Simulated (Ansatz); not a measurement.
Abridged output of a molecular run in Ansatz:

```
Functional definition: HF
1806 factors; integrals over basis functions are off by at most 1.4e-3 eV
mean field evaluation 1: about -18143.6405 eV, gradient 4.7e1 eV
mean field evaluation 2: about -18143.8403 eV, gradient 4.7e1 eV
mean field evaluation 4: about -18149.1908 eV, gradient 4.0e0 eV
mean field evaluation 8: about -18149.2620 eV, gradient 2.3e-1 eV
mean field evaluation 16: about -18149.2622 eV, gradient 2.2e-6 eV
mean field -18149.26223326 eV, -666.9730850607 hartree, gradient 2.2e-6 eV, S^2 0.000000; 0 other end points of the search recorded, 0 dependent functions left out
13 core orbitals not correlated: weight in the atoms' cores, before any rotation towards them, 1.000 or more for the frozen orbitals, at most 0.000 for the correlated occupied ones
reference -18149.26223326 eV, -666.9730850607 hartree; 15, 15 occupied and 289, 289 virtual orbitals, 1806 factors
second order -21.23649152 eV of doubles, -0.00000000 eV of singles
cycle   1  -22.24680544 eV  change    -1.0e0 eV  update   9.4e-2
cycle   2  -22.81754269 eV  change   -5.7e-1 eV  update   2.8e-2
cycle   3  -22.89470575 eV  change   -7.7e-2 eV  update   1.1e-2
cycle   4  -22.88875129 eV  change    6.0e-3 eV  update   2.8e-3
cycle   5  -22.88841229 eV  change    3.4e-4 eV  update   1.3e-3
cycle   6  -22.88841983 eV  change   -7.5e-6 eV  update   3.8e-4
cycle   7  -22.88828678 eV  change    1.3e-4 eV  update   1.7e-4
cycle   8  -22.88827981 eV  change    7.0e-6 eV  update   6.7e-5
cycle   9  -22.88829576 eV  change   -1.6e-5 eV  update   2.7e-5
perturbative correction -0.85639868 eV, -0.0314720711 hartree
Total energy: -18173.00692771 eV, -667.8456864868 hartree
```

Its atoms:

Cartesian coordinates in Å:
```
C -1.135 -1.414 -0.143
Si -0.604 0.281 -0.736
N -1.412 1.475 0.209
C 1.265 0.374 -0.647
Al 1.931 -0.180 1.091
H -2.208 -1.561 -0.281
H -0.929 -1.541 0.926
H -0.606 -2.207 -0.679
H -1.072 0.509 -2.134
H -1.256 1.540 1.202
H -1.581 2.386 -0.184
H 1.547 1.416 -0.844
H 1.707 -0.249 -1.433
H 1.483 0.622 2.393
H 2.869 -1.451 1.260
```

Task: Which basis set was used?
A. def2-SVPD
B. def2-SVP
C. cc-pV(D+d)Z
D. def2-TZVPP

Result: D. It gives 317 functions.

Task: Write the keys of the input that set method, charge and spin (a neutral closed shell needs none for the last two).

Result: 
```yaml
correlation: {method: ccsd_t}
```
